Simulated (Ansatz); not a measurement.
The Zn1–H2 bond of H2Zn (SMILES [ZnH2]) is stretched (multiplicity 1, the rest rigid).
Geometry at rest (charge 0, multiplicity 1):
```tsv
atom	x (Å)	y (Å)	z (Å)
Zn	0.0000	0.0000	0.0000
H	0.0000	0.0000	1.5440
H	0.0000	0.0000	-1.5440
```

Correlated levels freeze the cores.

Codes used: Ansatz (Gaussian basis) for Hartree–Fock, density functionals and correlated methods. Values without a source in brackets are computed.

FIC-MRCISD+Q on CASSCF(2,2)/def2-TZVPP, total energies (hartree):

| R (Å) | CASSCF | MRCISD | weight c² of the reference |
|---|---|---|---|
| 1.544 | -1778.944437 | -1779.391872 | 0.93881 |
| 2.702 | -1778.874659 | -1779.306599 | 0.94181 |
| 4.941 | -1778.834778 | -1779.265185 | 0.94240 |

Q: Add the Davidson correction (E_MRCISD − E_CASSCF)(1 − c²)/c² and give the energies above the first point at the three levels.

A: 
Corrections (hartree): -0.029163, -0.026688, -0.026305. Above the first point (kcal/mol):
- R = 2.702 Å: CASSCF 43.8, MRCISD 53.5, with the correction 55.1
- R = 4.941 Å: CASSCF 68.8, MRCISD 79.5, with the correction 81.3

Ansatz is a first-principles code.
